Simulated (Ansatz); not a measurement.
One change: `[F][Zn][GaH2]` becomes `[CH3][Zn][F]`.

Ansatz, PBE0-D4/def2-TZVP geometries, multiplicity 1. 

Scalar relativity is left out up to krypton.

| property | `[F][Zn][GaH2]` |
| --- | --- |
| LUMO energy (B3LYP/def2-TZVPP) / eV | -2.96 |
| HOMO–LUMO gap (PBE0/def2-TZVPP) / eV | 5.11 |
| HOMO energy (PBE0/def2-TZVPP) / eV | -7.81 |
| HOMO–LUMO gap (ωB97M-V/def2-TZVPP) / eV | 8.87 |
| LUMO energy (PBE/def2-TZVPP) / eV | -3.46 |
| size of the dipole moment (B3LYP/def2-TZVPP) / D | 2.81 |

**Question.** What does the change do to each property? (Estimate.)

**Answer.** Computed: 
| property | `[CH3][Zn][F]` | shift |
| --- | --- | --- |
| LUMO energy (B3LYP/def2-TZVPP) / eV | -0.86 | 2.10 |
| HOMO–LUMO gap (PBE0/def2-TZVPP) / eV | 8.27 | 3.16 |
| HOMO energy (PBE0/def2-TZVPP) / eV | -8.78 | -0.97 |
| HOMO–LUMO gap (ωB97M-V/def2-TZVPP) / eV | 12.00 | 3.13 |
| LUMO energy (PBE/def2-TZVPP) / eV | -1.35 | 2.11 |
| size of the dipole moment (B3LYP/def2-TZVPP) / D | 2.85 | 0.04 |

With PBE0 the HOMO falls by 0.97 eV and the LUMO rises by 2.19 eV, so the gap widens by about 3.16 eV. PBE moves the HOMO by -0.81 eV and ωB97M-V by -1.20 eV. The zero-point energy changes by 58.6 kJ/mol with +3 modes. Dipoles are sizes alone; their direction can turn.

B3LYP here is the variant with VWN-RPA as its local correlation; programs differ in this.
